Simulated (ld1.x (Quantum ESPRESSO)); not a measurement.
**Which change was made? (Co, PAW)**

```
Element                 : cobalt
Generator               : ld1.x (Quantum ESPRESSO) 7.5
Type                    : PAW
Functional              : LDA (PZ)
Relativity              : scalar-relativistic
Frozen core             : [Ar]
Valence charge          : 9
Reference configuration : 3d7 4s2 4p0
Partial waves           : 4s (bound): rcut 2.45, rcutus 2.65 bohr; 4s channel at 1.5 Ry: rcut 2.45, rcutus 2.65 bohr; 4p (bound, empty): rcut 2.75, rcutus 3.75 bohr; 4p channel at 4.4 Ry: rcut 2.75, rcutus 3.75 bohr; 3d (bound): rcut 0.80, rcutus 1.10 bohr; 3d channel at 0.6 Ry: rcut 0.80, rcutus 1.10 bohr
Local potential         : all-electron potential smoothed inside 0.95 bohr (lloc = -2)
Core correction         : Bessel-smoothed model core, default radius (core density twice the valence density)
Augmentation charge     : BESSEL, radius 0.85 bohr
```

Cutoffs, loose and tight: the cutoffs (Ry, on a coarse ladder) from which the occupation-weighted sum of valence levels, in a spherical-Bessel basis at the reference potential, stays within 10 and 1 mRy of its value at 400 Ry. They do not see the model core or the augmentation charge, which bear on the density cutoff. Test errors are all-electron minus pseudo excitation energies from the reference, over the configurations 3d7 4s1 4p0; 3d7 4s0 4p0; 3d6 4s0 4p0; 3d7 4s0 4p2; 3d8 4s1 4p0; 3d7 4s1.5 4p0; 3d7 4s0 4p1 (two spin-polarised tests are not counted in the largest error); variants that change the core or the reference have their own tests. The largest error is taken over the tests solved by every variant that gives reliable tests at all, those not shown here included: 3d6 4s0 4p0; 3d7 4s0 4p0; 3d7 4s1 4p0.

The base gives: outcome: generated; cutoff, loose: 90 Ry; cutoff, tight: 160 Ry; bound ghosts: s; largest test error (meV): +311.

(1) After one change the result is: outcome: generated; cutoff, loose: 160 Ry; cutoff, tight: 260 Ry; bound ghosts: s, p; largest test error (meV): -245. Which change was it?
A. all radii but the core radius scaled by about 1.15 (s 3.04, p 4.30, d 1.26 bohr, rcut 2.80/3.14/0.92); local potential all-electron potential smoothed inside 1.08 bohr (lloc = -2); augmentation BESSEL, radius 0.98 bohr
B. all radii but the core radius scaled by about 1.38 (s 3.66, p 5.18, d 1.52 bohr, rcut 3.38/3.80/1.10); local potential all-electron potential smoothed inside 1.32 bohr (lloc = -2); augmentation BESSEL, radius 1.18 bohr
C. all radii but the core radius scaled by about 0.76 (s 2.02, p 2.86, d 0.84 bohr, rcut 1.86/2.10/0.62); local potential all-electron potential smoothed inside 0.72 bohr (lloc = -2); augmentation BESSEL, radius 0.64 bohr
D. all radii but the core radius scaled by about 0.91 (s 2.42, p 3.42, d 1.00 bohr, rcut 2.24/2.50/0.72); local potential all-electron potential smoothed inside 0.86 bohr (lloc = -2); augmentation BESSEL, radius 0.78 bohr

## Answers

(1) C. The others give: all radii but the core radius scaled by about 1.38 (s 3.66, p 5.18, d 1.52 bohr, rcut 3.38/3.80/1.10); local potential all-electron potential smoothed inside 1.32 bohr (lloc = -2); augmentation BESSEL, radius 1.18 bohr → outcome: generated, overlap not positive; bound ghosts: not determined (overlap not positive); largest test error (meV): -291 | all radii but the core radius scaled by about 0.91 (s 2.42, p 3.42, d 1.00 bohr, rcut 2.24/2.50/0.72); local potential all-electron potential smoothed inside 0.86 bohr (lloc = -2); augmentation BESSEL, radius 0.78 bohr → outcome: generated; cutoff, loose: 110 Ry; cutoff, tight: 180 Ry; bound ghosts: s; largest test error (meV): -255 | all radii but the core radius scaled by about 1.15 (s 3.04, p 4.30, d 1.26 bohr, rcut 2.80/3.14/0.92); local potential all-electron potential smoothed inside 1.08 bohr (lloc = -2); augmentation BESSEL, radius 0.98 bohr → outcome: generated; cutoff, loose: 70 Ry; cutoff, tight: 120 Ry; bound ghosts: p, s; largest test error (meV): +445. A file whose overlap is not positive is unfit for use, and its test errors describe a broken file.
